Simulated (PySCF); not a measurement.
BrSiN: breathing scan

Computed with PySCF, PBE0, basis Si def2-TZVP, N def2-TZVP, Br def2-TZVP (no relativity, density fitting).

Rigid scan from the singlet minimum (Si–Br 2.171 Å, Si–N 1.558 Å; Br–Si–N 180.0°). Coordinate: all bonds to the central atom scaled together. Energies in kJ/mol from the minimum.

Question: Predict the curve at 0.88, 0.92, 0.96, 1.00, 1.04, 1.08, 1.14, 1.22, 1.35.

Answer: 
| scale of all bonds to the centre | E (kJ/mol) | dipole size (D) |
| --- | --- | --- |
| 0.88 | 209.8 | 5.76 |
| 0.92 | 81.9 | 5.39 |
| 0.96 | 18.0 | 5.01 |
| 1.00 | 0.0 | 4.62 |
| 1.04 | 14.1 | 4.23 |
| 1.08 | 50.2 | 3.83 |
| 1.14 | 129.5 | 3.22 |
| 1.22 | 257.0 | 2.42 |
| 1.35 | 466.6 | 1.16 |

At long bonds a restricted determinant can lie too high, and another spin state can fall below this curve.
